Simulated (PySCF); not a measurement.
Partial charges of `Fc1cccc(N2CCC=N2)c1`

Species: C9H9FN2.
Numbering: `[F:1][c:2]1[cH:3][cH:4][cH:5][c:6]([N:7]2[CH2:8][CH2:9][CH:10]=[N:11]2)[cH:12]1` (hydrogens: H13 on C3; H14 on C4; H15 on C5; H16, H17 on C8; H18, H19 on C9; H20 on C10; H21 on C12)

Geometry (GFN2-xTB, Å), atoms numbered from 1 in this order:
```xyz
21
C9H9FN2 angstrom
F      3.1210   -1.9343    1.5195
C      2.5344   -0.9100    0.8579
C      3.3276    0.0899    0.3305
C      2.6994    1.1277   -0.3432
C      1.3286    1.1578   -0.4805
C      0.5394    0.1355    0.0609
N     -0.8217    0.1713   -0.0784
C     -1.7516   -0.8354    0.4451
C     -3.1194   -0.2974    0.0035
C     -2.7088    0.9655   -0.7140
N     -1.4537    1.1632   -0.7243
C      1.1590   -0.9150    0.7414
H      4.3980    0.0503    0.4471
H      3.2948    1.9229   -0.7654
H      0.8375    1.9625   -1.0027
H     -1.5242   -1.8127    0.0101
H     -1.6564   -0.8982    1.5330
H     -3.7789   -0.0748    0.8439
H     -3.6449   -0.9772   -0.6692
H     -3.3876    1.6509   -1.1814
H      0.5987   -1.7256    1.1762
```

Density: PBE0/pcSseg-1 (PySCF); schemes: Mulliken, IAO, Hirshfeld and ESP-fitted. One conformer (not necessarily the lowest) at the GFN2-xTB geometry, without solvent, vibrations or thermal averaging.

Task: Which atoms carry the highest charge in the Mulliken, IAO, Hirshfeld and ESP-fitted schemes?

Result: The schemes don't all agree: Mulliken C6 (+0.357); IAO C2 (+0.305); Hirshfeld C2 (+0.084); ESP-fitted C2 (+0.438).

Task: For which atoms does the sign change between the 4 schemes (beyond +0.03 e in one, beyond −0.03 e in another)?

Result: C6, N7, C8 and C10. Atomic charges aren't observables, and each scheme defines them in its own way.

Task: What partial charge does each atom carry?

Result: In e:

```json
{"atom": "F1", "environment": "aryl fluorine", "Mulliken": "-0.293", "IAO": "-0.276", "Hirshfeld": "-0.092", "ESP-fitted": "-0.217"}
{"atom": "C2", "environment": "aromatic C–F carbon", "Mulliken": "+0.339", "IAO": "+0.305", "Hirshfeld": "+0.084", "ESP-fitted": "+0.438"}
{"atom": "C3", "environment": "aromatic CH carbon", "Mulliken": "-0.155", "IAO": "-0.230", "Hirshfeld": "-0.091", "ESP-fitted": "-0.380"}
{"atom": "C4", "environment": "aromatic CH carbon", "Mulliken": "-0.044", "IAO": "-0.131", "Hirshfeld": "-0.044", "ESP-fitted": "-0.107"}
{"atom": "C5", "environment": "aromatic CH carbon", "Mulliken": "-0.089", "IAO": "-0.204", "Hirshfeld": "-0.082", "ESP-fitted": "-0.144"}
{"atom": "C6", "environment": "aromatic carbon bearing nitrogen", "Mulliken": "+0.357", "IAO": "+0.114", "Hirshfeld": "+0.046", "ESP-fitted": "-0.038"}
{"atom": "N7", "environment": "nitrogen bonded to 2 C and N", "Mulliken": "-0.645", "IAO": "-0.047", "Hirshfeld": "+0.006", "ESP-fitted": "+0.371"}
{"atom": "C8", "environment": "sp3 carbon bound to nitrogen", "Mulliken": "+0.051", "IAO": "-0.181", "Hirshfeld": "-0.015", "ESP-fitted": "+0.061"}
{"atom": "C9", "environment": "ring CH2 carbon", "Mulliken": "-0.274", "IAO": "-0.301", "Hirshfeld": "-0.069", "ESP-fitted": "-0.335"}
{"atom": "C10", "environment": "C=N carbon", "Mulliken": "+0.077", "IAO": "-0.057", "Hirshfeld": "+0.003", "ESP-fitted": "+0.146"}
{"atom": "N11", "environment": "C=N nitrogen", "Mulliken": "-0.166", "IAO": "-0.166", "Hirshfeld": "-0.091", "ESP-fitted": "-0.481"}
{"atom": "C12", "environment": "aromatic CH carbon", "Mulliken": "-0.245", "IAO": "-0.257", "Hirshfeld": "-0.100", "ESP-fitted": "-0.403"}
{"atom": "H13", "environment": "aromatic hydrogen", "Mulliken": "+0.100", "IAO": "+0.165", "Hirshfeld": "+0.050", "ESP-fitted": "+0.192"}
{"atom": "H14", "environment": "aromatic hydrogen", "Mulliken": "+0.092", "IAO": "+0.159", "Hirshfeld": "+0.054", "ESP-fitted": "+0.154"}
{"atom": "H15", "environment": "aromatic hydrogen", "Mulliken": "+0.103", "IAO": "+0.171", "Hirshfeld": "+0.037", "ESP-fitted": "+0.123"}
{"atom": "H16", "environment": "methylene hydrogen", "Mulliken": "+0.139", "IAO": "+0.148", "Hirshfeld": "+0.047", "ESP-fitted": "+0.046"}
{"atom": "H17", "environment": "methylene hydrogen", "Mulliken": "+0.139", "IAO": "+0.147", "Hirshfeld": "+0.047", "ESP-fitted": "+0.045"}
{"atom": "H18", "environment": "methylene hydrogen", "Mulliken": "+0.152", "IAO": "+0.157", "Hirshfeld": "+0.052", "ESP-fitted": "+0.126"}
{"atom": "H19", "environment": "methylene hydrogen", "Mulliken": "+0.152", "IAO": "+0.157", "Hirshfeld": "+0.052", "ESP-fitted": "+0.127"}
{"atom": "H20", "environment": "hydrogen on a C=N carbon", "Mulliken": "+0.106", "IAO": "+0.167", "Hirshfeld": "+0.061", "ESP-fitted": "+0.108"}
{"atom": "H21", "environment": "aromatic hydrogen", "Mulliken": "+0.104", "IAO": "+0.160", "Hirshfeld": "+0.044", "ESP-fitted": "+0.167"}
```

Mean size of the charges over all atoms: ESP-fitted 0.200 e, Mulliken 0.182 e, IAO 0.176 e, Hirshfeld 0.055 e. Each set sums to the total charge, 0, to within 0.001 e. The Mulliken scheme gives each basis function's population to the atom it is centred on and halves the overlap population of two atoms between them. The IAO scheme counts the electrons in orthogonalised intrinsic atomic orbitals, a minimal basis polarised so that it spans the occupied orbitals exactly.

Task: How many electrons does the Mulliken scheme count on N7?

Result: Z − q = 7 − (-0.645) = 7.645.

Task: How closely do the schemes follow one another over all atoms?

Result: Correlation coefficient and root-mean-square difference: IAO with Hirshfeld 0.96, 0.130 e; Hirshfeld with ESP-fitted 0.85, 0.193 e; IAO with ESP-fitted 0.77, 0.154 e; Mulliken with IAO 0.72, 0.160 e; Mulliken with Hirshfeld 0.69, 0.190 e; Mulliken with ESP-fitted 0.38, 0.261 e.

Task: Sum the charges by element, for elements with more than one atom.

Result: 
| element | atoms | Mulliken | IAO | Hirshfeld | ESP-fitted |
| --- | --- | --- | --- | --- | --- |
| C | 9 | +0.017 | -0.941 | -0.267 | -0.761 |
| N | 2 | -0.811 | -0.214 | -0.085 | -0.110 |
| H | 9 | +1.087 | +1.431 | +0.444 | +1.088 |
